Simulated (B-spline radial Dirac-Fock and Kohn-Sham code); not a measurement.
# Binding energies of Tl³⁺ at several levels of theory

System: Tl³⁺ in the configuration [Xe] 4f14 5d9 6p1 (not the ground configuration).

The density-functional columns are spherical, spin-unpolarised Dirac-Kohn-Sham results without Breit or QED terms: −ε is minus the orbital energy of the initial state and ΔSCF the difference of two total energies. The reference in the last column comes from relaxed Dirac-Fock hole states (ΔSCF) with Breit and QED corrections and a finite nucleus. All numbers are from a B-spline atomic structure program, in eV; a selection of levels is shown. The Kohn-Sham columns are given as differences from the reference. For the 1s level of heavy atoms much of the gap between ΔSCF and the reference is the Breit and QED part, -473.7 eV here; for other levels the error of the functional can be larger.

```tsv
level	LDA −ε − DF	LDA ΔSCF − DF	Dirac-Fock
K (1s)	-168.8	+463.2	85570.2
L1 (2s)	-172.7	-54.1	15397.8
L2 (2p1/2)	-117.0	+36.5	14743.5
L3 (2p3/2)	-138.2	-10.7	12701.4
M1 (3s)	-96.4	-60.6	3757.1
M2 (3p1/2)	-76.5	-37.9	3465.2
M3 (3p3/2)	-76.3	-41.8	3006.4
M4 (3d3/2)	-53.5	-12.1	2530.8
N1 (4s)	-54.6	-37.6	898.5
N2 (4p1/2)	-46.0	-29.0	772.5
N3 (4p3/2)	-45.5	-29.5	660.3
N4 (4d3/2)	-32.6	-16.7	454.7
N6 (4f5/2)	-13.8	+1.4	166.1
N7 (4f7/2)	-14.0	+1.1	161.7
O1 (5s)	-17.8	-8.1	184.0
O2 (5p1/2)	-13.5	-4.2	139.9
O3 (5p3/2)	-13.8	-5.0	119.5
O4,5 (5d)	-6.0	+1.5	55.21
P2,3 (6p)	-2.2	+2.0	29.25
```

Values without a named source are computed, but for edge energies of neutral atoms, which are taken from tables.
